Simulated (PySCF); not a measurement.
PySCF 2.14 output of an unrestricted PBE0 calculation on a single atom or ion in pcseg-2, with no relativity, point nucleus:

```
SCF conv_tol = 1e-09
number electrons alpha = 2  beta = 2
    C. Adamo and V. Barone.,  J. Chem. Phys. 110, 6158 (1999)
    M. Ernzerhof and G. E. Scuseria.,  J. Chem. Phys. 110, 5029 (1999)
cycle= 1 E= -36.466235565217  delta_E= -0.00048  |g|= 0.000746  |ddm|= 0.0354
cycle= 2 E= -36.4662356703075  delta_E= -1.05e-07  |g|= 1.61e-05  |ddm|= 0.000698
cycle= 3 E= -36.4662356704221  delta_E= -1.15e-10  |g|= 5.1e-07  |ddm|= 4.09e-05
converged SCF energy = -36.4662356704221  <S^2> = -3.1086245e-15  2S+1 = 1
```

The run itself started from symmetry-adapted Hartree-Fock orbitals and held the occupation by maximum overlap, on a logarithmic radial grid, so the iterations belong to that start.

Which element, charge and spin multiplicity is this?

C²⁺ (carbon, charge +2), multiplicity 1; the state was [He] 2s2, closed-shell 1S.
